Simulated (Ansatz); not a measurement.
Start from `C[O][W]([OH])([OH])([F])([Cl])[O]C` and change one atom or group to get `C[O][W]([OH])([OH])([OH])([F])[O]C`.

Ansatz, PBE0-D4/def2-TZVP geometries, multiplicity 1. Each molecule was computed in one conformer, which needn't be the lowest.

Elements past krypton have def2 core potentials.

```csv
property,`C[O][W]([OH])([OH])([F])([Cl])[O]C`
size of the dipole moment (ωB97M-V/def2-TZVPP) / D,2.56
HOMO–LUMO gap (PBE/def2-TZVPP) / eV,3.69
LUMO energy (ωB97M-V/def2-TZVPP) / eV,-0.53
HOMO–LUMO gap (ωB97M-V/def2-TZVPP) / eV,10.11
LUMO energy (PBE0/def2-TZVPP) / eV,-2.56
HOMO energy (ωB97M-V/def2-TZVPP) / eV,-10.64
```

**Question.** What does the change do to each property? (An estimate is asked.)

**Answer.** The calculation gave: 
```csv
property,`C[O][W]([OH])([OH])([OH])([F])[O]C`,shift
size of the dipole moment (ωB97M-V/def2-TZVPP) / D,0.61,-1.95
HOMO–LUMO gap (PBE/def2-TZVPP) / eV,4.14,0.45
LUMO energy (ωB97M-V/def2-TZVPP) / eV,0.11,0.64
HOMO–LUMO gap (ωB97M-V/def2-TZVPP) / eV,10.83,0.72
LUMO energy (PBE0/def2-TZVPP) / eV,-1.95,0.61
HOMO energy (ωB97M-V/def2-TZVPP) / eV,-10.72,-0.08
```

Dipoles are sizes alone; their direction can turn.

Positive LUMOs are unbound, so they and the gaps depend on the basis.
